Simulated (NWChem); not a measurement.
**Total energies of H4AlClS**

SMILES: S.[Cl][AlH2]
```xyz
7

Al    -0.6841    -0.7218    -0.4927
H     -0.3535    -2.2247    -0.1231
H     -2.1562    -0.1612    -0.6455
Cl     0.8462     0.3450    -1.5603
S     -0.2453     0.2650     1.8937
H      1.0995     0.1024     1.8863
H     -0.1569     1.5620     1.5129
```
Charge 0, spin multiplicity 1.

Program: NWChem. The geometry was optimised at B3LYP/def2-SVP, a minimum by its harmonic frequencies.

Basis set: def2-TZVP (135 functions).

```tsv
method	total energy (Ha)	relative cost
RHF	-1101.38330	1
MP2	-1101.83452	under 3
B2PLYP	-1102.94262	3
PBE	-1102.81764	under 3
B3LYP	-1103.38830	under 3
PBE0	-1102.91640	under 3
```

Total energies of different functionals aren't comparable as a measure of quality: only differences taken within one method are. Costs are rough ratios of processor time within this set of runs, SCF included, with RHF as 1.

The correlated methods keep 15 core orbitals frozen. B3LYP has NWChem's definition, with VWN1-RPA local correlation. The structure started from a generated list of species.
